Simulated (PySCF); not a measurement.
**Basis-set dependence of PbO at CCSD(T)**

PySCF, RHF reference; singlet, unpaired electrons none; De to Pb + O without counterpoise correction. Frozen cores follow the default of each basis and core potential.

```json
{"basis": "cc-pVDZ-PP/cc-pVDZ", "relativity": "scalar-relativistic core potentials", "functions": "37", "Re (Å)": "1.978", "ωe (cm⁻¹)": "678", "De (eV)": "4.14", "frozen orbitals": "5"}
{"basis": "def2-SVP", "relativity": "scalar-relativistic core potentials", "functions": "40", "Re (Å)": "1.975", "ωe (cm⁻¹)": "681", "De (eV)": "4.22", "frozen orbitals": "5"}
{"basis": "def2-SVPD", "relativity": "scalar-relativistic core potentials", "functions": "55", "Re (Å)": "1.978", "ωe (cm⁻¹)": "686", "De (eV)": "4.66", "frozen orbitals": "5"}
{"basis": "x2c-TZVPPall", "relativity": "spin-free X2C", "functions": "114", "Re (Å)": "1.929", "ωe (cm⁻¹)": "729", "De (eV)": "4.82", "frozen orbitals": "35"}
```

**Question.** How does each smaller set differ from the one with most functions, x2c-TZVPPall?

**Answer.** cc-pVDZ-PP/cc-pVDZ: +4.9 pm, -7.0 % in ωe, -0.68 eV in De; def2-SVP: +4.6 pm, -6.6 % in ωe, -0.60 eV in De; def2-SVPD: +4.9 pm, -5.9 % in ωe, -0.16 eV in De. All at CCSD(T); the set with most functions is neither the basis-set limit nor always the best. The rows treat relativity differently, so the differences are not basis effects alone.

Measured (Huber and Herzberg, Constants of Diatomic Molecules (1979)): Re = 1.921813 Å, ωe = 721.0 cm⁻¹. Correlated steps freeze the inner cores (5 to 35 orbitals); shallow outer-core shells are correlated. Correlated levels converge slowly with the basis: in double zeta they bind strong bonds too weakly, by up to about 1 eV, and carry superposition errors of some tenths. These are scalar-relativistic numbers at best; spin–orbit coupling would shift them, the dissociation energy most. Where the molecule has an RHF reference, its open-shell atoms are computed with UHF. The CCSD T1 diagnostic is raised in PbO, a sign that a single reference may not be enough there.
